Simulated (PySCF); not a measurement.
# Electron correlation in Sb²⁺ (antimony, charge +2)

[Kr] 4d10 5s2 5p1, 2P determinant. All numbers are calculated (PySCF 2.14, the non-relativistic Hamiltonian (point nucleus), in dyall-av2z). Frozen: [Kr] 4d10; 3 electrons correlated; the 62 highest virtual orbitals of each spin left out.

| level | correlation energy (mhartree) |
| --- | --- |
| CCSD | -45.58 |
| (T) | -0.49 |
| CCSD(T) | -46.07 |

Diagnostics: T1 = 0.0096, D1 = 0.0230, largest double amplitude 0.107.

A non-relativistic calculation at this Z misses sizeable relativistic shifts.

Cost of the coupled-cluster step: roughly 5 core-seconds, for 3 correlated electrons.
